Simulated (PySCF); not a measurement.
CH3O (SMILES C[O]), doublet, at a GFN2-xTB geometry. Base run: CAMB3LYP/def2-SV(P) (PySCF).

Input for PySCF:
```python
from pyscf import gto, scf, dft

mol = gto.Mole()
mol.atom = '''
    C    -0.54116997    0.05353428    0.00083229
    O     0.76176720   -0.09588941   -0.01975640
    H    -0.92867698   -0.03773698    1.04276980
    H    -0.81706085    1.11029291   -0.22559941
    H    -1.10137993   -0.62664630   -0.66411297
'''
mol.basis = 'def2-sv(p)'
mol.spin = 1
mol.verbose = 3
mol.build()

mf = dft.UKS(mol)
mf.xc = 'camb3lyp'
mf.kernel()
mf.analyze()
```

The base run was repeated with changes; each row names its change, and settings that it needs were set with it.

| change | ΔE vs base (mEh) | fitting functions | dipole (D) |
|---|---|---|---|
| base | 0.000 | - | 2.00 |
| auxbasis = def2-universal-jkfit | -0.021 | 206 | 2.00 |
| auxbasis = cc-pvqz-jkfit | -0.023 | 365 | 2.00 |
| auxbasis = default (with mf = mf.density_fit()) | -0.021 | 206 | 2.00 |
| auxbasis = even-tempered beta=2.0 | -0.131 | 263 | 2.00 |
| auxbasis = cc-pvdz-jkfit | -0.082 | 209 | 2.00 |
| only_dfj = on; auxbasis = def2-universal-jfit | -0.127 | 131 | 2.00 |
| auxbasis = autoaux | -0.318 | 249 | 2.00 |
| auxbasis = def2-tzvp-ri | -0.129 | 197 | 2.00 |
| exchange = seminumerical (SGX) (with mf = sgx.sgx_fit(mf, auxbasis='def2-universal-jfit'); with mf.with_df.dfj = True) | -0.126 | 131 | 2.00 |

A fitting set is made for a task (jfit for Coulomb, jkfit for Coulomb and exchange, ri for correlation) and for a family of orbital bases.

Open shells are given as the SCF converged; they aren't shown to be the lowest states, and a large step between rows can be another state.
